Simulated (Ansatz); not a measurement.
Consider the ligand exchange at the Si–C bond: `ClC[SiH2]Cl` + `N=C=O` → `O=C=N[SiH2]Cl` + `CCl`.

Calculated with Ansatz (gas phase, PBE0-D4/def2-TZVP geometries, no zero-point term in ΔE). CCSD(T)/CBS adds triple-zeta CCSD(T) − MP2 to the extrapolated MP2 energy (def2 sets, frozen cores). This one scheme is used for every species. DFT in def2-TZVPP. One conformer a species, not always the lowest.

| level | ΔE (kJ/mol) |
| --- | --- |
| r2SCAN0 | -99.9 |
| RPA@PBE/def2-TZVPP | -94.1 |

Question: What does CCSD(T)/CBS give? (Estimate.)

Answer: Ansatz gave: -96.8 kJ/mol. The listed levels differ from it by -3.1, 2.7 kJ/mol.

Largest T1 diagnostic among the species: 0.018.

From r2SCAN to r2SCAN0 (25 % exact exchange), in def2-TZVPP and without D4, ΔE moves by −4.0 kJ/mol. Leaving LDA and LC-ωPBE aside and taking each functional with its dispersion term where it has one, the values, not all of them listed here, spread over 20.6 kJ/mol, from BHLYP-D4 to PBE-D4. LDA lies +3.1 kJ/mol from PBE without D4.
